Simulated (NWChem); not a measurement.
Isomers of Si2NH6OCl, each optimised at PBE0/def2-SVP with NWChem, gas phase unless a solvent is named. Flexible species stand in one conformer each, which need not be the lowest.  Relative energies count from the lowest isomer at each level and are electronic, without zero-point energy, on those geometries.

A: N[Si@@H](Cl)O[SiH3]
B: O[SiH2][Si@H](N)Cl
C: N[Si@](O)([SiH3])Cl
D: O[Si@H](N)[SiH2]Cl

Which isomer is lowest, and do the levels agree? Levels: PBE0/def2-SVP; PBE/def2-TZVP; B3LYP/def2-TZVP; TPSSh/def2-TZVP; CAM-B3LYP/def2-TZVP; PBE0/def2-TZVP.

All put A lowest.
```
quantity                                           A     B     C     D
-----------------------------------------------  ---  ----  ----  ----
relative energy, PBE0/def2-SVP (kcal/mol)        0.0  27.7  20.0  26.0
relative energy, PBE/def2-TZVP (kcal/mol)        0.0  27.3  19.7  25.4
relative energy, B3LYP/def2-TZVP (kcal/mol)      0.0  33.2  26.1  31.9
relative energy, TPSSh/def2-TZVP (kcal/mol)      0.0  33.6  26.6  32.1
relative energy, CAM-B3LYP/def2-TZVP (kcal/mol)  0.0  35.1  27.6  33.6
relative energy, PBE0/def2-TZVP (kcal/mol)       0.0  29.6  21.9  27.9
```
